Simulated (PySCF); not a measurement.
C2H5F3Si. Atoms are numbered in the order given.

```xyz
11

C     -2.3457     0.1983     0.4175
C     -1.2279    -0.8232     0.1513
Si     0.4267    -0.0427    -0.0765
F      0.4364     0.9761    -1.3233
F      1.5846    -1.1272    -0.3428
F      0.8640     0.8092     1.2181
H     -2.1426     0.7828     1.3284
H     -2.4433     0.9088    -0.4181
H     -3.3177    -0.3009     0.5487
H     -1.1475    -1.5461     0.9819
H     -1.4455    -1.4206    -0.7512
```

The structure is a stationary point at B3LYP-D3(BJ)/def2-SVP. The values are those of a single conformer.

The numbers are results of PBE/pcSseg-1 (PySCF), not measurements.

GIAO shieldings, no solvent; atoms alike by connectivity are averaged. δ = σ(ref) − σ: ¹³C against TMS (σ = 182.0 ppm); ²⁹Si against TMS (σ = 335.4 ppm); ¹⁹F against CFCl3 (σ = 133.6 ppm); ¹H against TMS (σ = 31.49 ppm), references at their B3LYP-D3(BJ)/def2-TZVP geometries, non-relativistic.

Computed chemical shifts:
| nucleus | atoms | count | δ (ppm) |
|---|---|---|---|
| ¹³C | C1 | 1 | 9.4 |
| ¹³C | C2 | 1 | 7.6 |
| ²⁹Si | Si3 | 1 | -43.6 |
| ¹⁹F | F4, F5, F6 | 3 | -168.8 |
| ¹H | H7, H8, H9 | 3 | 1.40 |
| ¹H | H10, H11 | 2 | 1.09 |
